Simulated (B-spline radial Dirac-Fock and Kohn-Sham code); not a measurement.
# What relativity does to the binding energies of Re⁶²⁺

System: the Re⁶²⁺ ion, configuration [Ne] 3s2 3p1.

Both columns are ΔSCF binding energies of the configuration average from an atomic code on a B-spline grid: non-relativistic Hartree-Fock with a point nucleus, and Dirac-Fock with a finite nucleus and the Coulomb interaction alone, averaged over the two j levels with weights 2j+1.

```csv
shell,Hartree-Fock (eV),Dirac-Fock (eV),shift (eV),shift (%)
1s,71182.0,77333.6,+6151.56,+8.64
2s,15836.4,17581.2,+1744.76,+11.02
2p,15425.1,16074.4,+649.28,+4.21
3s,6573.6,7120.0,+546.41,+8.31
3p,6450.1,6701.0,+250.93,+3.89
```

Relativity binds 1s, 2s, 2p, 3s, 3p more strongly, among those listed most of all 2s in relative terms.

Values without a named source are computed, but for edge energies of neutral atoms, which are taken from tables.
